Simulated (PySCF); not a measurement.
CBr₃⁺ at several levels of theory

All levels use the PBE0 minimum (singlet; C–Br 1.807 Å (×3); Br–C–Br 120.0° (×3)), basis [C def2-SVP, Br def2-SVP], no relativity, density fitting, no spin–orbit coupling, PySCF. For vertical energies the ionised species is a doublet (spins chosen at PBE0 and kept) and the electron-attached one a doublet. Open shells are unrestricted, also as the reference of the correlated levels. A dash marks a value that was not computed or is not defined at that level.

| level | vertical IP (eV) | vertical EA (eV) | −ε(HOMO) (eV) | gap (eV) |
| --- | --- | --- | --- | --- |
| PBE0 | 16.26 | 7.78 | 14.07 | 4.35 |
| HF | 16.65 | 7.93 | 17.13 | 10.79 |
| MP2 | 16.23 | 7.35 | – | – |
| PBE | 15.73 | 7.34 | 12.68 | 2.36 |
| r2SCAN | 16.09 | 7.71 | 13.10 | 2.68 |
| B3LYP | – | – | 13.72 | 3.94 |
